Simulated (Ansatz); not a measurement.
Basis sets compared for the cluster Ga₂Te₃⁺. The state is a doublet with charge 1. Geometry r2SCAN-D4/def2-SVP. Ansatz on 4 threads of Arm Neoverse V2 on a shared host; times are rough, and most runs start from earlier orbitals.

```
atom   x (Å)   y (Å)   z (Å)
 Ga1  -1.239  -2.620  -1.319
 Ga2  -0.076   0.559   0.033
 Te3   1.976  -0.346   1.371
 Te4  -1.961   0.096  -1.420
 Te5   1.299   2.311   1.335
```

In the def2 sets Te takes a core potential; there is no spin–orbit coupling. Another isomer (doublet) lies 0.21 eV lower at PBE0-D4/def2-TZVP; other spin states weren't run for this one.

| level | functions | energy (Eh) | HOMO (eV) | LUMO (eV) | wall time |
| --- | --- | --- | --- | --- | --- |
| PBE-D4/def2-SVP | 142 | -4652.5957 | -9.46 | -9.13 | 3.3 s |
| PBE0-D4/def2-SVP | 142 | -4652.7137 | -10.31 | -8.52 | 6 s |

Estimate the rows for PBE-D4/def2-TZVP (with forces), PBE0-D4/def2-TZVP.


```
                         level  functions  energy (Eh)  HOMO (eV)  LUMO (eV)  wall time
PBE-D4/def2-TZVP (with forces)        246   -4653.1217      -9.41      -9.06      7.5 s
             PBE0-D4/def2-TZVP        246   -4653.2382     -10.24      -8.42       13 s
```
